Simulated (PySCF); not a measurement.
Work out the structure from these simulated measurements.

Elements present: C, F, H, O and Si. Monoisotopic mass: 183.9988 u.

| Quantity | Value |
| --- | --- |
| NMR, other nuclei | isotropic shieldings of nuclei other than C and H, by class: 330 (1 O), 250 (3 F), 392 (1 Si), 406 (1 Si) ppm [GIAO PBE0/pcSseg-1] |
| 1H NMR | chemical shifts (computed TMS as zero) by class: 5.18 (3 H), 5.16 (2 H), 3.17 (2 H) ppm [GIAO PBE0/pcSseg-1] |
| 13C NMR | chemical shifts (computed TMS as zero) by class: 134.1 (1 C), 103.4 (1 C), 93.8 (1 C), 30.2 (1 C) ppm [GIAO PBE0/pcSseg-1] |
| Rotational structure | rotational constants A, B, C: 2.026, 0.321, 0.299 GHz [GFN2-xTB] |
| Dipole | 1.89 D [PBE0/pcSseg-1] |

Gas-phase values; electronic properties from PySCF, density fitting. Levels stand in brackets. Geometry: GFN2-xTB; no solvent, vibrations or thermal averaging. NMR values are class means; diastereotopic atoms form classes of their own.

Q: Which formula fits the mass and the elements?

A: C4H7F3OSi2 (calculated 183.9988). No other formula that holds each of these elements comes within 0.0003 u with a fitting electron parity and a possible valence count.

Q: What is the compound? Reason from the data.

A: Numbering: `[F:1][C:2]([F:3])([F:4])[CH2:5][C:6]#[C:7][SiH2:8][O:9][SiH3:10]`. Its formula, C4H7F3OSi2, gives 2 degrees of unsaturation: 0 rings and 2 π bonds in the structure found. 4 carbons fall into 4 classes; from least to most shielded: CF3 carbon [C2] (134.1 ppm), alkyne carbon [C6] (103.4 ppm), alkyne carbon [C7] (93.8 ppm), propargylic carbon [C5] (30.2 ppm). Hydrogen classes from least to most shielded: 3 H on an oxygen-bound silicon, Si10 (5.18 ppm), 2 H on an oxygen-bound silicon, Si8 (5.16 ppm), 2 H on a propargylic carbon, C5 (3.17 ppm). The other shieldings belong to: 330 ppm, siloxane oxygen [O9]; 250 ppm, fluorine of a CF3 group [F1/F3/F4]; 392 ppm, oxygen-bound silicon [Si10]; 406 ppm, oxygen-bound silicon [Si8]. The optimised geometry has point group C1 and is an asymmetric top. Structure: `FC(F)(F)CC#C[SiH2]O[SiH3]`. Computed isomers that give other values at the same levels: `O=C[SiH2]/C([SiH3])=C\C(F)(F)F` (13C chemical shifts (computed TMS as zero) by class: 252.3 (1 C), 157.4 (1 C), 152.9 (1 C), 131.1 (1 C) ppm); `C=C[Si@H](C(=O)[SiH3])C(F)(F)F` (13C chemical shifts (computed TMS as zero) by class: 312.0 (1 C), 152.2 (1 C), 140.2 (1 C), 130.1 (1 C) ppm); `O=C/C([SiH3])=C/[SiH2]C(F)(F)F` (13C chemical shifts (computed TMS as zero) by class: 202.2 (1 C), 171.7 (1 C), 162.9 (1 C), 140.0 (1 C) ppm). The assignments are read from this structure; whether some other isomer fits the data as well wasn't checked.

Shape of the structure used: `[F:1][C:2]([F:3])([F:4])[CH2:5][C:6]#[C:7][SiH2:8][O:9][SiH3:10]`: F1–C2–C5–C6 -179°.
